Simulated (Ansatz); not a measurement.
One change: `[F][SnH]([Cl])[Cl]` becomes `[F][SnH]([SH])[Cl]`.

Ansatz, PBE0-D4/def2-TZVP geometries, multiplicity 1. Each molecule was computed in one conformer, which needn't be the lowest.

Elements past krypton have def2 core potentials.

| property | `[F][SnH]([Cl])[Cl]` |
| --- | --- |
| size of the dipole moment (PBE/def2-TZVPP) / D | 2.36 |
| HOMO energy (ωB97M-V/def2-TZVPP) / eV | -11.88 |
| HOMO energy (PBE0/def2-TZVPP) / eV | -9.62 |
| LUMO energy (ωB97M-V/def2-TZVPP) / eV | -0.12 |
| size of the dipole moment (ωB97M-V/def2-TZVPP) / D | 2.52 |
| HOMO energy (PBE/def2-TZVPP) / eV | -8.17 |

Problem. What does the change do to each property? (Best estimate.)

Solution. The calculation gave: 
| property | `[F][SnH]([SH])[Cl]` | shift |
| --- | --- | --- |
| size of the dipole moment (PBE/def2-TZVPP) / D | 1.96 | -0.40 |
| HOMO energy (ωB97M-V/def2-TZVPP) / eV | -10.48 | 1.40 |
| HOMO energy (PBE0/def2-TZVPP) / eV | -8.27 | 1.35 |
| LUMO energy (ωB97M-V/def2-TZVPP) / eV | 0.13 | 0.25 |
| size of the dipole moment (ωB97M-V/def2-TZVPP) / D | 2.12 | -0.40 |
| HOMO energy (PBE/def2-TZVPP) / eV | -6.98 | 1.19 |

With PBE0 the HOMO rises by 1.35 eV and the LUMO rises by 0.30 eV, so the gap narrows by about 1.05 eV. PBE moves the HOMO by 1.19 eV and ωB97M-V by 1.40 eV. The zero-point energy changes by 20.8 kJ/mol with +3 modes. Dipoles are sizes alone; their direction can turn.
